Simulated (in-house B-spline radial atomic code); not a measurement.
# Correlation energy from the adiabatic connection: ω²r²/2 − Z/r, ω = 0.0508, Z = -1

Two electrons in a singlet, external potential ω²r²/2 − Z/r, ω = 0.0508, Z = -1 (atomic units). Full CI in B-splines (partial waves to l = 8, correlation up to 0.6 % small) with the density held fixed gives W(λ) = <V_ee>_λ − U, and E_c is the integral of W(λ) − W(0) from 0 to 1.

```tsv
λ	W(λ) − W(0) (hartree)
0	0.00000
0.02	-0.00290
0.05	-0.00668
0.12	-0.01343
0.25	-0.02102
0.4	-0.02580
0.6	-0.02934
0.8	-0.03146
1	-0.03289
```

(1) Integrate the table by the trapezoid rule.

(2) Now use only three numbers: W(0) = -0.10322, the initial slope W'(0) = -0.1524 (extrapolated from the first points) and the strong-coupling limit of the point-charge-plus-continuum model, W∞ = -0.13069. What do second-order theory and the interpolation W(λ) = W∞ + (W(0) − W∞)/√(1 + 2χλ) of Seidl, Perdew and Levy give?

Results:

(1) The strips give -0.00003, -0.00014, -0.00070, -0.00224, -0.00351, -0.00551, -0.00608, -0.00643, which sum to -0.02466 hartree. The direct value, W(1) − W(0) + T_c with T_c = 0.00807, is -0.02482; the curve is convex, so chords lie above it and the trapezoids fall short in size by 0.65 %.

(2) Second order keeps the slope alone: E_c = W'(0)/2 = -0.07620, +207 % in size against -0.02482. Matching the slope fixes χ = W'(0)/(W∞ − W(0)) = -0.1524/(-0.02747) = 5.54787. Integrating, with s = √(1 + 2χ) = 3.477893, E_c = −(W(0) − W∞)(s − 1)/(s + 1) = −0.02747 × 2.477893/4.477893 = -0.01520 hartree, -38.8 % in size against the full result. At λ = 1 the formula gives W − W(0) = -0.01957 against -0.03289. Part of the miss can come from the model's W∞, which here lies above the computed W at λ = 10, -0.14439. The slope is uncertain by some per cent for so bent a curve.
